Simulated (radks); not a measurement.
These are the eigenvalues of the occupied orbitals of an atom or ion with whole-number occupations (eV). Method: Dirac Kohn-Sham, PW91, spin-unpolarised, spherical densities, finite nucleus; Fermi nuclear charge, rms radius of each element as measured or else 0.836 A^(1/3) + 0.57 fm; computed with a radial shooting solver on a logarithmic mesh with Libxc functionals.

| orbital | eigenvalue |
|---|---|
| 1s1/2 | -80637.68 |
| 2s1/2 | -14235.13 |
| 2p1/2 | -13656.51 |
| 2p3/2 | -11820.55 |
| 3s1/2 | -3376.025 |
| 3p1/2 | -3114.735 |
| 3p3/2 | -2709.613 |
| 3d3/2 | -2273.916 |
| 3d5/2 | -2186.836 |
| 4s1/2 | -749.5536 |
| 4p1/2 | -637.9094 |
| 4p3/2 | -540.7345 |
| 4d3/2 | -357.6254 |
| 4d5/2 | -339.5275 |
| 5s1/2 | -129.6648 |
| 4f5/2 | -104.7280 |
| 4f7/2 | -100.9147 |
| 5p1/2 | -93.3916 |
| 5p3/2 | -76.7974 |
| 5d3/2 | -28.3861 |
| 5d5/2 | -26.6811 |

Which element is it, and in what charge state? The configuration may be excited. Open shells, if any, fill j = l - 1/2 first.

Answer. Z = 79, gold, charge +2: Au2+ in [Xe] 4f14 5d9. The list shows which subshells hold electrons but not how many an open one holds; the 1s level, -2963.4 hartree, gives Z - s = 77.0 by -(Z - s)^2/2, which with screening and relativity narrows Z to a few neighbours, and the depths of the outer levels then fix element, charge and occupations together.
